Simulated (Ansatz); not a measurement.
```xyz
13

C     1.0986    0.2806    2.1916
Se   -0.7280    0.7049    1.6111
Ti   -0.1509    1.4137   -0.6054
F     1.1898    2.5402   -0.5583
F    -1.6629    1.8975   -1.3457
Se    0.7113   -0.5506   -1.6763
C    -0.9601   -1.5793   -1.6347
H     1.4450   -0.6033    1.6599
H     1.0497    0.0881    3.2617
H     1.7592    1.1236    2.0003
H    -1.7733   -0.9924   -2.0565
H    -0.7956   -2.4677   -2.2416
H    -1.1829   -1.8553   -0.6060
```

Charge 0, multiplicity 1.

Problem. List the PBE0/def2-TZVPP orbital energies in eV (Ansatz 0.2.0). (Estimate.)

Solution. The calculation gave: Occupied: -12361.57, -12361.57, -4876.10, -1584.37, -1584.37, -1421.40, -1421.40, -1421.35, -1421.35, -1421.34, -1421.34, -674.04, -674.04, -546.43, -456.14, -456.04, -456.04, -279.25, -279.25, -214.77, -214.77, -158.35, -158.35, -158.20, -158.20, -158.16, -158.16, -67.67, -58.33, -58.33, -58.29, -58.29, -58.25, -58.25, -58.13, -58.13, -58.13, -58.13, -43.65, -43.12, -42.91, -32.38, -32.01, -21.31, -21.20, -17.61, -17.55, -13.30, -13.08, -12.65, -12.51, -12.46, -12.44, -12.32, -12.24, -12.18, -11.97, -10.13, -10.11, -8.29, -8.09, -7.57, -6.83. Lowest empty: -2.73, -2.49, -2.13, -1.51, -1.24, 0.22, 0.35, 0.45.
